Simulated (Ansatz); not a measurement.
`BrB(Br)Br` → B• + 3 Br•  (atomization)

Computed with Ansatz on PBE0-D4/def2-TZVP structures; ΔE is electronic, products minus reactants. CCSD(T)/CBS adds triple-zeta CCSD(T) − MP2 to the extrapolated MP2 energy (def2 sets, frozen cores). This one scheme is used for every species, atoms too. DFT in def2-TZVPP. HSE06 is defined as in plane-wave codes. No spin–orbit coupling; open shells (•) take unrestricted orbitals. Spin–orbit coupling would lower the free atoms: a little for B; clearly for Br. Bonds to Br are less sure, by a few kJ/mol each and by 10 to 20 or more in all where they break to atoms, as the def2 sets lack core-valence functions. Scalar relativity is left out up to krypton.

Problem. What is ΔE at CCSD(T)/CBS? (An estimate is asked.)

Solution. The calculation gave: +1177.2 kJ/mol.

Problem. What do these levels give: PBE-D4, PBE0-D4, r2SCANh-D4, HSE06-D4, CAM-B3LYP-D4, ωB97M-V, PBE-QIDH, r2SCAN, LC-ωPBE, HF/def2-SVP, MP2/def2-SVP, HF/CBS(def2)? (Best estimate.)

Solution. The calculation gave: PBE-D4 1223.7, PBE0-D4 1193.9, r2SCANh-D4 1188.9, HSE06-D4 1195.4, CAM-B3LYP-D4 1134.9, ωB97M-V 1153.5, PBE-QIDH 1190.1, r2SCAN 1198.4, LC-ωPBE 1141.2, HF/def2-SVP 857.4, MP2/def2-SVP 1170.7, HF/CBS(def2) 828.3 kJ/mol.

Largest T1 diagnostic among the species: 0.014.

From PBE to PBE0 (25 % exact exchange), in def2-TZVPP and without D4, ΔE moves by −27.3 kJ/mol: exact exchange takes away binding that semilocal exchange gives to molecules. Leaving LDA and LC-ωPBE aside and taking each functional with its dispersion term where it has one, the values, not all of them listed here, spread over 120.1 kJ/mol, from BHLYP-D4 to PBE-D4. LDA lies +186.9 kJ/mol from PBE without D4, its usual overbinding. At CCSD(T), def2-SVP lies −79.3 kJ/mol from the extrapolated value and def2-TZVPP −48.0 kJ/mol: correlation converges slowly with the basis, and small sets miss more of it in the bonded molecule than in its fragments.

For atomizations the MP2-based limit and the directly extrapolated one differ by several kJ/mol either way, and by 10 to 25 for some Ge, Se and Sn compounds, so smaller differences from it don't rank the levels.
